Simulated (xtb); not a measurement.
C$_{3}$H$_{8}$As (SMILES [CH2][As](C)C), doublet, at a GFN2-xTB geometry; xtb with GFN0-xTB.

Input for xtb:
```
$ xtb mol.xyz --gfn 0 --uhf 1 --hess --json

# file mol.xyz
12

C     -0.23006772     1.67305898    -0.47276520
As    -0.03169729     0.03696667     0.42430225
C      1.64549136    -0.59278425    -0.41758700
C     -1.32840602    -1.05317798    -0.59963945
H      0.57211491     2.39700141    -0.43075230
H     -1.21209566     2.12078496    -0.53997594
H      1.86380277    -1.61129755    -0.10217392
H      2.47309738     0.04712382    -0.11745722
H      1.54992401    -0.56470278    -1.50126901
H     -2.33991879    -0.69798679    -0.41209461
H     -1.11735202    -0.97762798    -1.66455109
H     -1.26566772    -2.09577580    -0.29375005
```

**Question.** Write the output that xtb gives for this input, abridged.

**Answer.** 
```
   ID    Z sym.   atoms
    1    6 C      1, 3, 4
    2   33 As     2
    3    1 H      5-12

           -------------------------------------------------
          |                Calculation Setup                |
           -------------------------------------------------

           -------------------------------------------------
          |                 G F N 0 - x T B                 |
           -------------------------------------------------

          ...................................................
          :                      SETUP                      :
          :.................................................:
          :  # basis functions                  38          :
          :  # atomic orbitals                  37          :
          :  # shells                           25          :
          :  # electrons                        25          :
          :  electronic temp.          300.0000000     K    :
          :  accuracy                    1.0000000          :
          :  -> integral cutoff          0.2500000E+02      :
          :  -> integral neglect         0.1000000E-07      :
          ...................................................

         :::::::::::::::::::::::::::::::::::::::::::::::::::::
         ::                     SUMMARY                     ::
         :::::::::::::::::::::::::::::::::::::::::::::::::::::
         :: total energy             -13.206476411626 Eh    ::
         :: gradient norm              0.012418231056 Eh/a0 ::
         :: HOMO-LUMO gap              4.230671313406 eV    ::
         ::.................................................::
         :: H0 energy                -13.361922486890 Eh    ::
         :: repulsion energy           0.177145654626 Eh    ::
         :: electrostat energy        -0.018749132211 Eh    ::
         :: -> Gsolv                   0.000000000000 Eh    ::
         ::    -> Gsasa                0.000000000000 Eh    ::
         ::    -> Gshift               0.000000000000 Eh    ::
         :: dispersion energy         -0.002950447151 Eh    ::
         :: short-range corr.          0.000000000000 Eh    ::
         :: add. restraining           0.000000000000 Eh    ::
         :: total charge               0.000000000000 e     ::
         :::::::::::::::::::::::::::::::::::::::::::::::::::::

           -------------------------------------------------
          |                Numerical Hessian                |
           -------------------------------------------------
step length          :   0.00500
SCC accuracy         :   0.30000
Hessian scale factor :   1.00000
frozen atoms in %    :   0.00000    0
RMS gradient         :   0.01242 !! INCOMPLETELY OPTIMIZED GEOMETRY !!
estimated CPU  time      0.00 min

writing file <hessian>.

 projected vibrational frequencies (cm⁻¹)
eigval :       -0.00    -0.00     0.00     0.00     0.00     0.00
eigval :      159.51   160.05   175.73   182.88   200.59   264.04
eigval :      506.56   519.22   571.95   627.56   691.27   738.40
eigval :      786.51   798.66   804.33  1281.98  1286.35  1368.02
eigval :     1429.37  1429.81  1431.56  1431.93  3056.30  3058.27
eigval :     3078.65  3094.79  3094.94  3095.96  3096.16  3132.21
           -------------------------------------------------
          |                Property Printout                |
           -------------------------------------------------

    * Orbital Energies and Occupations

         #    Occupation            Energy/Eh            Energy/eV
      -------------------------------------------------------------
         1        2.0000           -0.6421755             -17.4745
         2        2.0000           -0.6183061             -16.8250
         3        2.0000           -0.6176235             -16.8064
         4        2.0000           -0.6068965             -16.5145
         5        2.0000           -0.5354436             -14.5702
         6        2.0000           -0.5343604             -14.5407
         7        2.0000           -0.5328539             -14.4997
         8        2.0000           -0.5253679             -14.2960
         9        2.0000           -0.5227451             -14.2246
        10        2.0000           -0.4669100             -12.7053
        11        2.0000           -0.4592770             -12.4976
        12        2.0000           -0.4336782             -11.8010
        13        1.0000           -0.3706469             -10.0858 (HOMO)
        14                         -0.2151726              -5.8551 (LUMO)
        15                         -0.1961240              -5.3368
        16                         -0.1431090              -3.8942
        17                         -0.1418001              -3.8586
        18                         -0.1289944              -3.5101
        19                         -0.1147243              -3.1218
        20                         -0.1047580              -2.8506
        21                         -0.0873506              -2.3769
        22                         -0.0827351              -2.2513
        23                         -0.0744064              -2.0247
        24                         -0.0135037              -0.3675
       ...                                ...                  ...
        37                          0.9903032              26.9475
      -------------------------------------------------------------
                  HL-Gap            0.1554743 Eh            4.2307 eV
             Fermi-level            0.0000000 Eh            0.0000 eV

     #   Z          covCN         q      C6AA      α(0)
     1   6 C        2.776    -0.346    39.955    10.320
     2  33 As       2.764     0.038   235.693    27.905
     3   6 C        3.692    -0.336    31.048     8.065
     4   6 C        3.692    -0.336    31.048     8.065
     5   1 H        0.926     0.141     1.451     1.883
     6   1 H        0.926     0.141     1.451     1.883
[...]
          |               Frequency Printout                |
           -------------------------------------------------
 projected vibrational frequencies (cm⁻¹)
eigval :       -0.00    -0.00     0.00     0.00     0.00     0.00
eigval :      159.51   160.05   175.73   182.88   200.59   264.04
eigval :      506.56   519.22   571.95   627.56   691.27   738.40
eigval :      786.51   798.66   804.33  1281.98  1286.35  1368.02
eigval :     1429.37  1429.81  1431.56  1431.93  3056.30  3058.27
eigval :     3078.65  3094.79  3094.94  3095.96  3096.16  3132.21
 reduced masses (amu)
   1: 17.75   2: 48.15   3: 40.68   4: 18.36   5: 47.03   6: 19.17   7:  5.73   8:  1.45
   9:  9.81  10:  9.42  11: 24.54  12:  5.02  13: 17.33  14: 21.78  15:  6.57  16: 19.01
  17:  2.87  18:  3.00  19:  3.69  20:  3.47  21:  4.13  22:  2.73  23:  2.67  24:  2.12
  25:  1.64  26:  1.62  27:  1.64  28:  1.64  29:  1.24  30:  1.25  31:  1.46  32:  1.99
  33:  2.00  34:  1.99  35:  1.99  36:  2.11
 IR intensities (km·mol⁻¹)
   1:  0.03   2:  0.01   3:  0.02   4:  0.11   5:  0.00   6:  0.12   7:  0.31   8:  0.00
Molecule has the following symmetry elements: (sigma)
It seems to be the Cs point group
   9:  1.29  10:  0.39  11:  3.13  12:  0.45  13:  3.17  14:  0.00  15: 25.43  16:  0.56
  17:  1.26  18:  4.99  19: 18.01  20:  0.58  21:  7.62  22:  2.33  23:  6.49  24:  4.56
  25:  1.61  26:  2.41  27:  6.92  28:  0.40  29:  0.11  30:  1.52  31:  0.30  32:  0.17
  33:  0.09  34:  0.00  35:  0.13  36:  0.06
 Raman intensities (Ä⁴*amu⁻¹)
   1:  0.00   2:  0.00   3:  0.00   4:  0.00   5:  0.00   6:  0.00   7:  0.00   8:  0.00
   9:  0.00  10:  0.00  11:  0.00  12:  0.00  13:  0.00  14:  0.00  15:  0.00  16:  0.00
  17:  0.00  18:  0.00  19:  0.00  20:  0.00  21:  0.00  22:  0.00  23:  0.00  24:  0.00
  25:  0.00  26:  0.00  27:  0.00  28:  0.00  29:  0.00  30:  0.00  31:  0.00  32:  0.00
  33:  0.00  34:  0.00  35:  0.00  36:  0.00
 output can be read by thermo (or use thermo option).
 writing <g98.out> molden fake output.
 recommended (thermochemical) frequency scaling factor: 1.0
           -------------------------------------------------
          |             Thermodynamic Functions             |
           -------------------------------------------------

cs  symmetry found (for desy threshold:  0.10E+00) used in thermo

          ...................................................
          :                      SETUP                      :
          :.................................................:
          :  # frequencies                          30      :
          :  # imaginary freq.                       0      :
          :  linear?                             false      :
          :  only rotor calc.                    false      :
          :  symmetry                               cs      :
          :  rotational number                       1      :
          :  scaling factor                  1.0000000      :
          :  rotor cutoff                   50.0000000 cm⁻¹ :
          :  imag. cutoff                  -20.0000000 cm⁻¹ :
          :.................................................:

    mode    ω/cm⁻¹     T·S(HO)/kcal·mol⁻¹    T·S(FR)/kcal·mol⁻¹   T·S(vib)
   ------------------------------------------------------------------------
       1    159.51    -0.76194 ( 99.04%)    -0.71261 (  0.96%)    -0.76147
       2    160.05    -0.76003 ( 99.06%)    -0.71161 (  0.94%)    -0.75958
       3    175.73    -0.70760 ( 99.35%)    -0.68395 (  0.65%)    -0.70745
       4    182.88    -0.68540 ( 99.44%)    -0.67215 (  0.56%)    -0.68533
       5    200.59    -0.63437 ( 99.62%)    -0.64479 (  0.38%)    -0.63441
       6    264.04    -0.48745 ( 99.87%)    -0.56342 (  0.13%)    -0.48755
   ------------------------------------------------------------------------

   temp. (K)  partition function   enthalpy   heat capacity  entropy
                                   cal/mol     cal/K/mol   cal/K/mol   J/K/mol
 298.15  VIB   35.6                 2968.224     19.960     17.049
         ROT  0.938E+05              888.752      2.981     25.732
         INT  0.333E+07             3856.976     22.940     42.781
         TR   0.126E+28             1481.254      4.968     40.219
         TOT                        5338.2299    27.9086    82.9995   347.2699

       T/K    H(0)-H(T)+PV         H(T)/Eh          T*S/Eh         G(T)/Eh
   ------------------------------------------------------------------------
    298.15    0.850701E-02    0.103173E+00    0.394357E-01    0.637372E-01
   ------------------------------------------------------------------------

         :::::::::::::::::::::::::::::::::::::::::::::::::::::
         ::                  THERMODYNAMIC                  ::
         :::::::::::::::::::::::::::::::::::::::::::::::::::::
         :: total free energy         -13.142739200102 Eh   ::
         ::.................................................::
         :: total energy              -13.206476411626 Eh   ::
         :: zero point energy           0.094665945980 Eh   ::
         :: G(RRHO) w/o ZPVE           -0.030928734456 Eh   ::
         :: G(RRHO) contrib.            0.063737211524 Eh   ::
         :::::::::::::::::::::::::::::::::::::::::::::::::::::

           -------------------------------------------------
          | TOTAL ENERGY              -13.206476411626 Eh   |
          | TOTAL ENTHALPY            -13.103303454802 Eh   |
          | TOTAL FREE ENERGY         -13.142739200102 Eh   |
          | GRADIENT NORM               0.012418231056 Eh/α |
          | HOMO-LUMO GAP               4.230671313406 eV   |
           -------------------------------------------------
########################################################################
[WARNING] Runtime exception occurred
-1- hessian_numhess: Hessian on incompletely optimized geometry!
########################################################################

normal termination of xtb
```
